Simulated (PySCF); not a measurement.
**Ionisation energy of W⁺ by level of theory**

W⁺ [Xe] 4f14 5d4 6s1 (6D) → W²⁺ [Xe] 4f14 5d4 (5D), as a difference of total energies. Computed with PySCF 2.14 in aug-cc-pwCVDZ-PP with ECP60MDF, with a scalar-relativistic core potential. Correlated levels: valence and next inner shell: nothing frozen outside the core potential. The calculations carry no spin-orbit coupling.

```
                                method  ionisation energy (eV)
                                   UHF                  15.000
    MP2 (valence and next inner shell)                  15.928
SCS-MP2 (valence and next inner shell)                  15.576
   CCSD (valence and next inner shell)                  15.821
CCSD(T) (valence and next inner shell)                  15.862
```

Task: How much does correlation contribute at CCSD(T) (valence and next inner shell)?

Result: 15.862 − (15.000) = 0.862 eV, measured against UHF.

The reference lies between the lowest fine-structure levels, while these numbers refer to the centres of the terms.

Errors of the correlated levels include the incompleteness of this basis.

For comparison: 16.37 ± 0.15 eV (semi-empirical (NIST evaluation); NIST Atomic Spectra Database, ionization energies).
